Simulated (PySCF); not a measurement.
Species: C5H11NP2.
Numbering: `[CH3:1][P:2]([CH2:3][PH2:4])[CH2:5][CH2:6][C:7]#[N:8]` (hydrogens: H9, H10, H11 on C1; H12, H13 on C3; H14, H15 on P4; H16, H17 on C5; H18, H19 on C6)

The same species was optimised twice, with GFN2-xTB and with PBE0-D3(BJ)/def2-SVP (PySCF), and the same property calculations (PySCF, gas phase) were run on both structures.

```json
{"coordinate": "C6–C7 (Å)", "GFN2-xTB": "1.440", "PBE0-D3(BJ)/def2-SVP": "1.458", "change": "+0.018"}
{"coordinate": "C7≡N8 (Å)", "GFN2-xTB": "1.143", "PBE0-D3(BJ)/def2-SVP": "1.157", "change": "+0.014"}
{"coordinate": "C3–P4 (Å)", "GFN2-xTB": "1.864", "PBE0-D3(BJ)/def2-SVP": "1.869", "change": "+0.005"}
{"coordinate": "P2–C3 (Å)", "GFN2-xTB": "1.861", "PBE0-D3(BJ)/def2-SVP": "1.858", "change": "-0.003"}
{"coordinate": "P2–C5 (Å)", "GFN2-xTB": "1.863", "PBE0-D3(BJ)/def2-SVP": "1.861", "change": "-0.002"}
{"coordinate": "C5–C6 (Å)", "GFN2-xTB": "1.532", "PBE0-D3(BJ)/def2-SVP": "1.530", "change": "-0.002"}
{"coordinate": "C1–P2 (Å)", "GFN2-xTB": "1.851", "PBE0-D3(BJ)/def2-SVP": "1.849", "change": "-0.002"}
{"coordinate": "P2–C3–P4 (°)", "GFN2-xTB": "107.9", "PBE0-D3(BJ)/def2-SVP": "110.9", "change": "+3.0"}
{"coordinate": "C5–C6–C7 (°)", "GFN2-xTB": "110.3", "PBE0-D3(BJ)/def2-SVP": "112.6", "change": "+2.3"}
{"coordinate": "C1–P2–C3 (°)", "GFN2-xTB": "97.5", "PBE0-D3(BJ)/def2-SVP": "99.2", "change": "+1.7"}
{"coordinate": "C3–P2–C5 (°)", "GFN2-xTB": "96.7", "PBE0-D3(BJ)/def2-SVP": "98.4", "change": "+1.7"}
{"coordinate": "P2–C5–C6 (°)", "GFN2-xTB": "111.2", "PBE0-D3(BJ)/def2-SVP": "111.9", "change": "+0.7"}
{"coordinate": "C1–P2–C5 (°)", "GFN2-xTB": "99.2", "PBE0-D3(BJ)/def2-SVP": "99.9", "change": "+0.7"}
{"coordinate": "C6–C7–N8 (°)", "GFN2-xTB": "178.4", "PBE0-D3(BJ)/def2-SVP": "179.0", "change": "+0.6"}
{"coordinate": "C1–P2–C3–P4 (°)", "GFN2-xTB": "175", "PBE0-D3(BJ)/def2-SVP": "176", "change": "+1"}
{"coordinate": "C1–P2–C5–C6 (°)", "GFN2-xTB": "81", "PBE0-D3(BJ)/def2-SVP": "81", "change": "0"}
{"coordinate": "P2–C5–C6–C7 (°)", "GFN2-xTB": "180", "PBE0-D3(BJ)/def2-SVP": "180", "change": "0"}
```

Rotational constants: A = 1953, B = 706.5, C = 556.1 MHz (GFN2-xTB) against A = 1955, B = 675.5, C = 535.1 MHz (PBE0-D3(BJ)/def2-SVP). Point groups within 0.08 Å: C1 and C1. Atoms that the bonding makes alike are paired by their places after alignment.

On the GFN2-xTB structure: HOMO (eV) -7.18 [PBE0/pcSseg-1]; LUMO (eV) 0.19 [PBE0/pcSseg-1]; dipole (D) 4.92 [PBE0/pcSseg-1]; GIAO shielding of C1 (ppm) 168.1 [PBE0/pcSseg-1]; GIAO shielding of P2 (ppm) 370.1 [PBE0/pcSseg-1]; GIAO shielding of C3 (ppm) 167.2 [PBE0/pcSseg-1]; GIAO shielding of P4 (ppm) 509.7 [PBE0/pcSseg-1]; GIAO shielding of C5 (ppm) 151.0 [PBE0/pcSseg-1]; GIAO shielding of C6 (ppm) 172.3 [PBE0/pcSseg-1]; GIAO shielding of C7 (ppm) 62.8 [PBE0/pcSseg-1]; GIAO shielding of N8 (ppm) -30.5 [PBE0/pcSseg-1].

Question: What do these properties become on the PBE0-D3(BJ)/def2-SVP structure?

Answer: 
```json
{"property": "HOMO (eV)", "level": "PBE0/pcSseg-1", "on GFN2-xTB": "-7.18", "on PBE0-D3(BJ)/def2-SVP": "-7.07", "change": "+0.11"}
{"property": "LUMO (eV)", "level": "PBE0/pcSseg-1", "on GFN2-xTB": "0.19", "on PBE0-D3(BJ)/def2-SVP": "0.16", "change": "-0.03"}
{"property": "dipole (D)", "level": "PBE0/pcSseg-1", "on GFN2-xTB": "4.92", "on PBE0-D3(BJ)/def2-SVP": "5.01", "change": "+0.09"}
{"property": "energy, GFN2-xTB geometry as zero (kcal/mol)", "level": "PBE0/pcSseg-1", "on GFN2-xTB": "0.0", "on PBE0-D3(BJ)/def2-SVP": "-2.0", "change": "-2.0"}
{"property": "GIAO shielding of C1 (ppm)", "level": "PBE0/pcSseg-1", "on GFN2-xTB": "168.1", "on PBE0-D3(BJ)/def2-SVP": "167.5", "change": "-0.6"}
{"property": "GIAO shielding of P2 (ppm)", "level": "PBE0/pcSseg-1", "on GFN2-xTB": "370.1", "on PBE0-D3(BJ)/def2-SVP": "365.6", "change": "-4.5"}
{"property": "GIAO shielding of C3 (ppm)", "level": "PBE0/pcSseg-1", "on GFN2-xTB": "167.2", "on PBE0-D3(BJ)/def2-SVP": "166.4", "change": "-0.8"}
{"property": "GIAO shielding of P4 (ppm)", "level": "PBE0/pcSseg-1", "on GFN2-xTB": "509.7", "on PBE0-D3(BJ)/def2-SVP": "488.1", "change": "-21.6"}
{"property": "GIAO shielding of C5 (ppm)", "level": "PBE0/pcSseg-1", "on GFN2-xTB": "151.0", "on PBE0-D3(BJ)/def2-SVP": "152.9", "change": "+1.9"}
{"property": "GIAO shielding of C6 (ppm)", "level": "PBE0/pcSseg-1", "on GFN2-xTB": "172.3", "on PBE0-D3(BJ)/def2-SVP": "169.4", "change": "-2.9"}
{"property": "GIAO shielding of C7 (ppm)", "level": "PBE0/pcSseg-1", "on GFN2-xTB": "62.8", "on PBE0-D3(BJ)/def2-SVP": "60.2", "change": "-2.6"}
{"property": "GIAO shielding of N8 (ppm)", "level": "PBE0/pcSseg-1", "on GFN2-xTB": "-30.5", "on PBE0-D3(BJ)/def2-SVP": "-37.7", "change": "-7.2"}
```

The heavy atoms differ by 0.058 Å rms after alignment (one structure mirrored). Among bonds between heavy atoms C6–C7 changes most (+0.018 Å). Changes are differences of the printed values. Neither structure is proved a minimum here.

Conformer computed: `[CH3:1][P:2]([CH2:3][PH2:4])[CH2:5][CH2:6][C:7]#[N:8]`: C1–P2–C3–P4 176°, C1–P2–C5–C6 81°, P2–C5–C6–C7 180°, H–P4–C3–P2 170°, H–P4–C3–P2 75°.
